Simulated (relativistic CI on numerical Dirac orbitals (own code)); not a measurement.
## Cs²⁶⁺: q coefficients and field-shift factors

Calculated at this level of theory: Dirac-Coulomb-Breit CI, KLI orbitals optimised for each configuration, derivatives by finite differences, unscaled Slater integrals, QED left out (own radial code, finite nucleus).

CI space (outside the closed core [Ar] 3d10): 4s, 4p, 4d, 4f, 5s, 5p, 5d, 5f. Levels of other configurations are missing.

With x = (α/α₀)² − 1 an excitation energy changes as ω = ω₀ + qx; K = 2q/ω₀ is the relative enhancement. Terms are leading LS components, so labels can repeat. The field-shift factor is F = δν/δ⟨r²⟩ for the transition from the lowest level.

Lowest level 4s 2S_1/2.

```csv
Level,ω₀ (cm⁻¹),q (cm⁻¹),F (GHz/fm²)
4p 2P°_1/2,447241,36470,-244
4p 2P°_3/2,609892,215800,-250
4d 2D_3/2,1329356,229700,-248
4d 2D_5/2,1361676,262400,-248
4f 2F°_5/2,2127359,256700,-242
4f 2F°_7/2,2132024,261200,-242
5s 2S_1/2,3066311,138500,-133
5p 2P°_1/2,3275765,153300,-241
5p 2P°_3/2,3349246,233900,-244
5d 2D_3/2,3681770,240100,-243
5d 2D_5/2,3696946,255400,-243
5f 2F°_5/2,4031132,253500,-240
5f 2F°_7/2,4034230,256500,-240
```

At this charge energies of transitions that change n are usually good to better than 1 %, and those within a shell (Δn = 0) to a few per cent.

**Question.** Which transition from the lowest level has the largest |K|?

**Answer.** 4p 2P°_3/2 at 609892 cm⁻¹, K = 0.708.
